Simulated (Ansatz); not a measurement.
`C[N](C)[Mg][F]` + HBr → `[F][Mg][Br]` + `CNC` at 700 K and 1 bar (ligand exchange at a Mg–N bond).

Gas-phase electronic energies from Ansatz, PBE0-D4/def2-TZVP geometries. CBS: MP2 limit from def2 TZ/QZ plus the TZ coupled-cluster correction, frozen cores. For Br, Mg outer-core shells are correlated without core-valence functions, which leaves a few kJ/mol of doubt a bond. Scalar relativity is left out up to krypton. Each species was taken in one conformer, which may not be the lowest.

```json
{"species": "`C[N](C)[Mg][F]`", "CCSD(T)/CBS energy (Eh)": "-434.17400", "H − E (kJ/mol)": "294.0", "S (J/(mol·K))": "457.3"}
{"species": "HBr", "CCSD(T)/CBS energy (Eh)": "-2573.91920", "H − E (kJ/mol)": "36.5", "S (J/(mol·K))": "223.7"}
{"species": "`[F][Mg][Br]`", "CCSD(T)/CBS energy (Eh)": "-2873.15166", "H − E (kJ/mol)": "45.1", "S (J/(mol·K))": "326.4"}
{"species": "`CNC`", "CCSD(T)/CBS energy (Eh)": "-135.00321", "H − E (kJ/mol)": "296.9", "S (J/(mol·K))": "352.4"}
```

H − E and S are ideal-gas, rigid-rotor, harmonic terms from PBE0-D4/def2-TZVP, for one conformer and one mirror image of each species. 1 Eh = 2625.50 kJ/mol, R = 8.31446 J/(mol·K).

Question: By hand: ΔE, ΔH, ΔS and ΔG.

Answer: ΔE = (-2873.15166) + (-135.00321) − (-434.17400) − (-2573.91920) = -0.06167 Eh = -161.9 kJ/mol. Δ(H − E) = 45.1 + 296.9 − 294.0 − 36.5 = 11.5, so ΔH = -150.4 kJ/mol. ΔS = 326.4 + 352.4 − 457.3 − 223.7 = -2.2 J/(mol·K). ΔG = -150.4 − 700 × (-2.2)/1000 = -148.9 kJ/mol.

Question: By hand: the equilibrium constant, and the temperature at which ΔG would vanish if ΔH and ΔS stayed fixed.

Answer: log₁₀ K = −ΔG/(RT ln 10) = 11.1. ΔG = 0 at ΔH/ΔS = 68364 K, far beyond where these terms or the molecules hold.

The number of gas molecules stays the same, so ΔS is small and ΔH decides. A doubt of 5 kJ/mol in ΔE shifts log₁₀ K by 0.4 here. Other conformers and mirror images would add mixing entropy, several J/(mol·K) or more a flexible species. These are equilibria of isolated gas molecules and say nothing of rates. Largest T1 diagnostic: 0.011 (customary marks: 0.02 for closed shells, 0.045 for open ones).
